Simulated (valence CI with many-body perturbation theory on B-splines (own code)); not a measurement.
## Forbidden lines of Ce35+

Method: relativistic CI+MBPT: five valence electrons over a frozen Dirac-Fock core [Ar], a basis of 7 s, 7 p, 8 d, 6 f, 4 g, 1 h functions for each j, with the one-electron correlation potential Σ1, the two-electron term Σ2, the three-electron term Σ3, Breit, model QED; selected CI, second order for the rest, scaled by the run's own slope (own B-spline code, finite nucleus).

The last digits are not significant, and no measured levels were compared; by estimate large intervals hold to a few tenths of a per cent, small ones and those within an open d or f shell to about a per cent. Only levels of the ground parity were solved; by the run's estimate the other parity begins above the list, which can be wrong where configurations are misplaced.

Lines 1 to 50 of 120 in falling wavelength, among levels below 103.945 eV, chosen from the decays that carry over 1 % of a level's rate. Wavelengths and rates use the calculated energies. Electric multipoles are in the length gauge, E1 and E2 with the static RPA response of the core. S is in atomic units (e²a₀⁴ for E2 and M2, e²a₀⁶ for E3), for M1 in squared Bohr magnetons. Weak lines are less certain than strong ones. Lines between different terms over intervals too small for the method are left out, as are lines whose strength nearly cancels.

Levels are named by their leading jj configuration (3d3/2^4 stands for four electrons in 3d with j = 3/2), which in mixed levels can hold well under half, so a name can repeat and another be missing. Letters in brackets count levels of one name in rising energy.

```
λ vac (Å)                        Upper                        Lower  Type   A (s⁻¹)  S (a.u.)
    10260     (3d3/2^3 3d5/2^2) J=11/2  (3d3/2^3 3d5/2^2) J=7/2 [a]    E2  6.71e-08  8.18e-05
     4396      (3d3/2^3 3d5/2^2) J=9/2     (3d3/2^3 3d5/2^2) J=11/2    M1  1.61e+02  5.06e+00
     3335     (3d3/2^2 3d5/2^3) J=13/2     (3d3/2^2 3d5/2^3) J=11/2    M1  1.87e+02  3.61e+00
     3078      (3d3/2^3 3d5/2^2) J=9/2  (3d3/2^3 3d5/2^2) J=7/2 [a]    M1  5.18e+02  5.60e+00
     2805  (3d3/2^3 3d5/2^2) J=5/2 [b]  (3d3/2^3 3d5/2^2) J=3/2 [a]    M1  5.26e+02  2.58e+00
     2555  (3d3/2^3 3d5/2^2) J=7/2 [b]  (3d3/2^3 3d5/2^2) J=5/2 [b]    M1  6.05e+02  2.99e+00
     2220  (3d3/2^2 3d5/2^3) J=7/2 [b]  (3d3/2^2 3d5/2^3) J=5/2 [b]    M1  4.17e+02  1.35e+00
     2202      (3d3/2^3 3d5/2^2) J=1/2  (3d3/2^3 3d5/2^2) J=3/2 [a]    M1  3.18e+03  2.52e+00
     1599  (3d3/2^2 3d5/2^3) J=5/2 [b]  (3d3/2^3 3d5/2^2) J=3/2 [b]    M1  1.91e+03  1.73e+00
     1424  (3d3/2^3 3d5/2^2) J=7/2 [a]  (3d3/2^3 3d5/2^2) J=5/2 [a]    M1  4.85e+03  4.15e+00
     1350  (3d3/2^2 3d5/2^3) J=3/2 [a]  (3d3/2^2 3d5/2^3) J=5/2 [a]    M1  4.02e+03  1.47e+00
     1272  (3d3/2^2 3d5/2^3) J=7/2 [b]  (3d3/2^2 3d5/2^3) J=9/2 [a]    M1  6.82e+02  4.16e-01
     1233  (3d3/2^3 3d5/2^2) J=7/2 [b]  (3d3/2^3 3d5/2^2) J=7/2 [a]    M1  2.08e+03  1.16e+00
     1168  (3d3/2^2 3d5/2^3) J=3/2 [b]  (3d3/2^2 3d5/2^3) J=3/2 [a]    M1  2.22e+03  5.24e-01
     1135  (3d3/2^2 3d5/2^3) J=5/2 [b]  (3d3/2^2 3d5/2^3) J=5/2 [a]    M1  1.15e+03  3.75e-01
     1135  (3d3/2^2 3d5/2^3) J=9/2 [c]  (3d3/2^2 3d5/2^3) J=7/2 [b]    M1  1.24e+03  6.73e-01
     1130  (3d3/2^2 3d5/2^3) J=9/2 [a]  (3d3/2^3 3d5/2^2) J=7/2 [b]    M1  5.30e+03  2.83e+00
     1125  (3d3/2^3 3d5/2^2) J=3/2 [b]      (3d3/2^3 3d5/2^2) J=1/2    M1  1.25e+03  2.63e-01
     1013  (3d3/2^3 3d5/2^2) J=3/2 [b]  (3d3/2^3 3d5/2^2) J=5/2 [b]    M1  3.12e+03  4.82e-01
     1010  (3d3/2^2 3d5/2^3) J=7/2 [b]  (3d3/2^2 3d5/2^3) J=7/2 [a]    M1  3.23e+03  9.87e-01
    976.8  (3d3/2^2 3d5/2^3) J=9/2 [c]  (3d3/2^2 3d5/2^3) J=9/2 [b]    M1  1.12e+04  3.86e+00
    936.5  (3d3/2^2 3d5/2^3) J=5/2 [c]  (3d3/2^2 3d5/2^3) J=7/2 [a]    M1  3.16e+03  5.78e-01
    932.1  (3d3/2^2 3d5/2^3) J=7/2 [a]  (3d3/2^3 3d5/2^2) J=5/2 [b]    M1  1.28e+04  3.08e+00
    931.0  (3d3/2^2 3d5/2^3) J=1/2 [b]  (3d3/2^2 3d5/2^3) J=3/2 [a]    M1  7.63e+03  4.57e-01
    894.4    (3d3/2 3d5/2^4) J=7/2 [a]  (3d3/2^2 3d5/2^3) J=5/2 [c]    M1  9.00e+03  1.91e+00
    891.1  (3d3/2^3 3d5/2^2) J=5/2 [b]  (3d3/2^3 3d5/2^2) J=5/2 [a]    M1  2.97e+04  4.67e+00
    868.7  (3d3/2^2 3d5/2^3) J=5/2 [a]  (3d3/2^3 3d5/2^2) J=7/2 [a]    M1  1.61e+04  2.35e+00
    866.7  (3d3/2^2 3d5/2^3) J=5/2 [c]  (3d3/2^3 3d5/2^2) J=3/2 [b]    M1  1.63e+04  2.36e+00
    856.3  (3d3/2^2 3d5/2^3) J=7/2 [a]      (3d3/2^3 3d5/2^2) J=9/2    M1  2.19e+04  4.09e+00
    839.4  (3d3/2^3 3d5/2^2) J=5/2 [a]        (3d3/2^4 3d5/2) J=5/2    M1  6.11e+04  8.03e+00
    819.0  (3d3/2^2 3d5/2^3) J=5/2 [b]  (3d3/2^3 3d5/2^2) J=7/2 [b]    M1  9.22e+03  1.13e+00
    811.9     (3d3/2^2 3d5/2^3) J=11/2      (3d3/2^3 3d5/2^2) J=9/2    M1  8.41e+03  2.00e+00
    781.7  (3d3/2^2 3d5/2^3) J=1/2 [a]      (3d3/2^3 3d5/2^2) J=1/2    M1  4.59e+04  1.62e+00
    767.1    (3d3/2 3d5/2^4) J=5/2 [a]  (3d3/2^2 3d5/2^3) J=3/2 [a]    M1  1.74e+04  1.75e+00
    747.2    (3d3/2 3d5/2^4) J=7/2 [a]  (3d3/2^2 3d5/2^3) J=9/2 [b]    M1  1.29e+04  1.60e+00
    745.5  (3d3/2^2 3d5/2^3) J=3/2 [b]  (3d3/2^3 3d5/2^2) J=3/2 [b]    M1  1.07e+03  6.56e-02
    744.4  (3d3/2^3 3d5/2^2) J=3/2 [b]  (3d3/2^3 3d5/2^2) J=3/2 [a]    M1  5.93e+03  3.63e-01
    730.7    (3d3/2 3d5/2^4) J=3/2 [a]  (3d3/2^2 3d5/2^3) J=5/2 [c]    M1  9.31e+03  5.38e-01
    727.6  (3d3/2^2 3d5/2^3) J=3/2 [a]      (3d3/2^3 3d5/2^2) J=1/2    M1  5.92e+03  3.38e-01
    709.5  (3d3/2^2 3d5/2^3) J=5/2 [c]  (3d3/2^2 3d5/2^3) J=5/2 [a]    M1  4.54e+03  3.61e-01
    685.7       (3d3/2 3d5/2^4) J=11/2  (3d3/2^2 3d5/2^3) J=9/2 [b]    M1  1.23e+04  1.76e+00
    685.3     (3d3/2^2 3d5/2^3) J=11/2     (3d3/2^3 3d5/2^2) J=11/2    M1  5.17e+04  7.41e+00
    679.3  (3d3/2^2 3d5/2^3) J=3/2 [a]  (3d3/2^3 3d5/2^2) J=5/2 [b]    M1  2.06e+04  9.55e-01
    669.9  (3d3/2^2 3d5/2^3) J=7/2 [a]  (3d3/2^3 3d5/2^2) J=7/2 [a]    M1  2.80e+04  2.49e+00
    654.0  (3d3/2^2 3d5/2^3) J=9/2 [b]  (3d3/2^3 3d5/2^2) J=7/2 [b]    M1  1.10e+04  1.14e+00
    626.2  (3d3/2^2 3d5/2^3) J=3/2 [b]  (3d3/2^2 3d5/2^3) J=5/2 [a]    M1  9.29e+03  3.38e-01
    625.4  (3d3/2^2 3d5/2^3) J=9/2 [a]     (3d3/2^3 3d5/2^2) J=11/2    M1  2.13e+04  1.93e+00
    620.2  (3d3/2^2 3d5/2^3) J=5/2 [b]  (3d3/2^3 3d5/2^2) J=5/2 [b]    M1  5.56e+04  2.95e+00
    607.4    (3d3/2 3d5/2^4) J=7/2 [a]  (3d3/2^2 3d5/2^3) J=5/2 [b]    M1  3.60e+04  2.39e+00
    598.3  (3d3/2^2 3d5/2^3) J=7/2 [b]  (3d3/2^3 3d5/2^2) J=7/2 [b]    M1  9.16e+03  5.82e-01
```
